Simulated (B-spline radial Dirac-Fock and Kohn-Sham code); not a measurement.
**Photoemission from Sr at 1900 eV, detector at θ = 54.7°, φ = 0°**

System: neutral strontium, [Kr] 5s2. Level of theory: Dirac-Hartree-Slater photoionisation with a Latter tail; cross sections with all multipoles, angular parameters from the dipole term and its interference with E2; a B-spline atomic structure program. Thresholds are tabulated edges, those marked * orbital energies of the model. For linearly polarised light dσ/dΩ = σ/(4π) [1 + β P₂(cos θ) + (δ + γ cos²θ) sin θ cos φ], with θ from the polarisation vector and φ the angle between the beam and the projection of the electron momentum on the plane normal to the polarisation. The dipole factor is 1 + βP₂ and the non-dipole term is the rest of the bracket. Open shells are filled statistically over j.

The run's input, task.json:

```json
{"items": [{
  "Z": 38,
  "q": 0,
  "cfg": [[1, 0, 2], [2, 0, 2], [2, 1, 6], [3, 0, 2], [3, 1, 6], [3, 2, 10], [4, 0, 2], [4, 1, 6], [5, 0, 2]],
  "A": 88,
  "rrms": 4.224,
  "do": "xps",
  "hv": [60, 75.3, 80, 91.9, 117.0, 133.0, 172.0, 200, 219.0, 317.0, 391.0, 507.0, 600, 800, 1070.0, 1370.0, 1430.0, 1486.9, 1610.0, 1900.0, 2190.0, 2400.0, 2580.0, 4000, 4870.0, 5220.0, 5300.0, 6000, 9940.0],
  "edges": {"K": 16105.0, "L1": 2216.0, "L2": 2007.0, "L3": 1940.0, "M1": 358.7, "M2": 280.3, "M3": 270.0, "M4": 136.0, "M5": 134.2}
}]}
```

Command: `python xray2_run.py task.json out`

| subshell | threshold (eV) | σ (kb) | β | γ | δ | dipole factor | non-dipole term | dσ/dΩ (kb/sr) |
| --- | --- | --- | --- | --- | --- | --- | --- | --- |
| 3s | 358.7 | 16.7 | 2.00 | -0.08 | 0.000 | 1.002 | -0.021 | 1.30 |
| 3p1/2 | 280.3 | 18.3 | 1.58 | 0.20 | 0.008 | 1.001 | +0.060 | 1.55 |
| 3p3/2 | 270.0 | 35.0 | 1.60 | 0.21 | 0.010 | 1.001 | +0.065 | 2.97 |
| 3d3/2 | 136.0 | 12.5 | 1.11 | 0.59 | 0.091 | 1.001 | +0.235 | 1.23 |
| 3d5/2 | 134.2 | 18.1 | 1.08 | 0.59 | 0.093 | 1.001 | +0.236 | 1.78 |
| 4s | 45.69* | 2.53 | 2.00 | -0.08 | 0.000 | 1.002 | -0.021 | 0.197 |
| 4p1/2 | 27.78* | 2.13 | 1.59 | 0.25 | 0.008 | 1.001 | +0.073 | 0.182 |
| 4p3/2 | 26.49* | 4.04 | 1.61 | 0.26 | 0.009 | 1.001 | +0.077 | 0.347 |
| 5s | 4.89* | 0.202 | 2.00 | -0.08 | 0.000 | 1.002 | -0.021 | 0.0157 |

Values without a named source are computed, but for edge energies of neutral atoms, which are taken from tables.
